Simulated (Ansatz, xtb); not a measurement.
## C4H3FS2: 6 structures ranked

6 gas-phase structures of C4H3FS2, from a drawn sample of its isomers (lower ones may exist). Each was relaxed with GFN2-xTB:

A. `Fc1sccc1S`, a singlet
B. `Fc1cc(S)cs1`, a singlet
C. `Fc1ccsc1S`, a singlet
D. `Fc1ccc(S)s1`, a singlet
E. `Fc1cscc1S`, a singlet
F. `Fc1csc(S)c1`, a singlet

Q: Make a reasoned guess at their ranking by r2SCAN-D4/def2-SVP single-point energy.

A: Calculated order at r2SCAN-D4/def2-SVP: E (0.0), F (1.2), C (5.3), B (14.2), A (18.3), D (19.7) kJ/mol. Less than 1 kcal/mol parts E and F; F and C; B and A; A and D, so the order within those pairs means little.

Energies above the lowest of each column, in kJ/mol; the last columns are at B3LYP-D3(BJ)/def2-SVP geometries:

```csv
structure,GFN2-xTB,HF/STO-3G,r2SCAN-D4/def2-SVP,B3LYP-D3(BJ)/def2-SVP,CCSD(T)/def2-SVP + ΔMP2/def2-TZVPP
E,0.3,1.2,0.0,3.6,2.0
F,0.0,2.0,1.2,0.8,0.0
C,8.3,6.5,5.3,0.0,0.5
B,2.9,0.0,14.2,14.9,13.7
A,10.5,3.8,18.3,17.4,16.7
D,10.3,2.9,19.7,12.5,13.6
```

CCSD(T)/def2-SVP + ΔMP2/def2-TZVPP puts F lowest, with C and E within 1 kcal/mol; HF/STO-3G picks B. CCSD(T)/def2-SVP + ΔMP2/def2-TZVPP orders those it was run on as F (0.0), C (0.5), E (2.0), D (13.6), B (13.7), A (16.7) kJ/mol. Less than 1 kcal/mol parts F and C; C and E; D and B; B and A, so the order within those pairs means little. Flexible structures stand in one conformer each, not always the lowest. Frequencies (GFN2-xTB) were run for B, E, F alone. ΔMP2 is the change of the MP2 energy from the smaller to the larger basis.

Over these structures GFN2-xTB departs from r2SCAN-D4/def2-SVP by 5.1 kJ/mol on average once a common shift is removed. A GFN2-xTB relaxation took about 0.081 s and the r2SCAN-D4/def2-SVP energy about 1.9 s on a shared host (Ansatz 0.2.0, xtb 6.7.1).
